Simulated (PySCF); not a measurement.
Species: CdMe(CCH), C3H4Cd (singlet state).
Bonds: Cd1–C2, Cd1–C6, C6–C7. Hydrogens: H3, H4, H5 on C2; H8 on C7.

Theory: PySCF 2.14.0, PBE0-D3(BJ)/def2-SVP geometry optimisation, gas phase, def2 core potentials past Kr.

Q: How far are the bound atoms from Cd1?

A: 2 atoms: C6 2.052 Å, C2 2.095 Å. The nearest atom not counted as bound is H5, at 2.69 Å (others tie with it).

Q: What is the shape at Cd1?

A: Linear: angle 179.9°. The Cd–C distances aren't all alike: 2.052 to 2.095 Å.

Q: What are the other bond lengths?

A: C2–H3, C2–H4, C2–H5 1.100 Å; C6–C7 1.222 Å; C7–H8 1.076 Å.

Q: Give some angles away from the centre.

A: Cd1–C6–C7 179.1°.

Q: What are the rotational constants (commonest isotopes, rigid rotor)?

A: A = 157724, B = 1923, C = 1923 MHz: a prolate symmetric top.

Point group: C3v (every atom within 0.08 Å of its image). Charge 0, singlet. PBE0-D3(BJ)/def2-SVP frequencies: not computed here.
